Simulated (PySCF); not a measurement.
Assigning NMR signals

Molfile (atoms numbered from 1):
```
C4H13NOSi3
     RDKit          3D

 22 22  0  0  0  0  0  0  0  0999 V2000
   -0.0235    1.8786    0.2783 O   0  0  0  0  0  0  0  0  0  0  0  0
    0.7108    0.9185    0.1074 C   0  0  0  0  0  0  0  0  0  0  0  0
   -0.1088   -0.7450   -0.3501 Si  0  0  0  0  0  4  0  0  0  0  0  0
   -1.7784   -0.3940   -0.2154 N   0  0  0  0  0  0  0  0  0  0  0  0
   -2.3961    1.2417    0.1185 Si  0  0  0  0  0  4  0  0  0  0  0  0
   -2.9314   -1.6758   -0.4706 Si  0  0  0  0  0  4  0  0  0  0  0  0
    2.1646    1.0851    0.2392 C   0  0  0  0  0  0  0  0  0  0  0  0
    3.1143    0.1886   -0.5165 C   0  0  0  0  0  0  0  0  0  0  0  0
    2.9779    0.0270    0.9515 C   0  0  0  0  0  0  0  0  0  0  0  0
    0.2937   -1.0998   -1.7201 H   0  0  0  0  0  0  0  0  0  0  0  0
    0.3258   -1.7923    0.5839 H   0  0  0  0  0  0  0  0  0  0  0  0
   -2.1262    1.6136    1.5024 H   0  0  0  0  0  0  0  0  0  0  0  0
   -3.8564    1.0127    0.0654 H   0  0  0  0  0  0  0  0  0  0  0  0
   -2.1141    2.1306   -1.0019 H   0  0  0  0  0  0  0  0  0  0  0  0
   -3.7503   -1.8407    0.7296 H   0  0  0  0  0  0  0  0  0  0  0  0
   -2.1528   -2.8908   -0.7163 H   0  0  0  0  0  0  0  0  0  0  0  0
   -3.7560   -1.3691   -1.6387 H   0  0  0  0  0  0  0  0  0  0  0  0
    2.4707    2.1152    0.3950 H   0  0  0  0  0  0  0  0  0  0  0  0
    4.0106    0.6445   -0.9094 H   0  0  0  0  0  0  0  0  0  0  0  0
    2.6860   -0.5668   -1.1547 H   0  0  0  0  0  0  0  0  0  0  0  0
    2.4545   -0.8363    1.3279 H   0  0  0  0  0  0  0  0  0  0  0  0
    3.7746    0.3739    1.5923 H   0  0  0  0  0  0  0  0  0  0  0  0
  1  2  2  0
  2  3  1  0
  3  4  1  0
  4  5  1  0
  4  6  1  0
  2  7  1  0
  7  8  1  0
  8  9  1  0
  9  7  1  0
  3 10  1  0
  3 11  1  0
  5 12  1  0
  5 13  1  0
  5 14  1  0
  6 15  1  0
  6 16  1  0
  6 17  1  0
  7 18  1  0
  8 19  1  0
  8 20  1  0
  9 21  1  0
  9 22  1  0
M  END
```

[PySCF 2.14: geometry from GFN2-xTB; GIAO PBE0/pcSseg-1 shieldings; fast rotation and ring inversion assumed for equivalent nuclei; in vacuum; one conformer; non-relativistic]

Referencing at the same level of theory: ¹³C and ¹H against TMS.

(1) Assign these signals to the numbered atoms. ¹³C{¹H} NMR (computed): δ 247.3 (C), 35.4 (CH), 10.9 (CH2).

(2) Assign these signals to the numbered atoms. ¹H NMR (400 MHz, computed): δ 4.97 (s, 2H), 4.82 (s, 6H), 2.22 (m, 1H), 1.20 (m, 2H), 1.17 (m, 2H).

Results:

(1) 
247.3 → C2, carbonyl carbon
35.4 → C7, three-membered-ring carbon: aliphatic region, no heteroatom directly attached
10.9 → C8/C9, three-membered-ring carbon

(2) 
```tsv
δ (ppm)	atoms	environment	reason
4.97	H10/H11	hydrogen on a silicon bonded to C, N	–
4.82	H12/H13/H14/H15/H16/H17	hydrogen on a silicon bonded to N	–
2.22	H18	hydrogen on a three-membered-ring carbon	–
1.20	H19/H22	hydrogen on a three-membered-ring carbon	cyclopropane-type protons are shielded by the ring
1.17	H20/H21	hydrogen on a three-membered-ring carbon	–
```

H19/H22 and H20/H21 lie closer than the usual error of such a calculation, so a measured spectrum could show them in the other order.

Shifts are as computed. Against solution values, carbons near 30 ppm lie about +3 ppm off and those near 130 ppm about +5 ppm. Of 1211 compounds with measured shifts, 218 miss one by over three times the rms of a fit or turn the order of signals round; such compounds aren't used in these exercises. No couplings were computed; multiplicities are counted from neighbouring protons, with m where these are inequivalent, close in shift, in a saturated or five-membered ring or joined by F or P, and br s for small geminal =CH2 splittings.
